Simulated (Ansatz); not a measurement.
Computed with Ansatz.

A structure relaxed at PBE0-D4/def2-TZVP, charge 0, multiplicity 1:

Cartesian coordinates in Å:
```
N -0.570 0.146 1.459
Ge -0.054 0.595 -0.250
C 0.777 -1.053 -1.035
O 0.897 -1.226 -2.217
H -1.478 -0.290 1.533
H -0.525 0.907 2.121
H -1.196 1.049 -1.182
H 1.012 1.695 -0.117
H 1.139 -1.823 -0.312
```

Give its formula and SMILES.

CH5GeNO, `[NH2][GeH2][CH]=O`.

Summarise the bond lengths by kind.

1 × Ge–N 1.840 Å; 2 × H–N 1.010 Å; 1 × C–Ge 2.007 Å; 2 × Ge–H 1.537 to 1.542 Å; 1 × C–O 1.200 Å; 1 × C–H 1.117 Å.
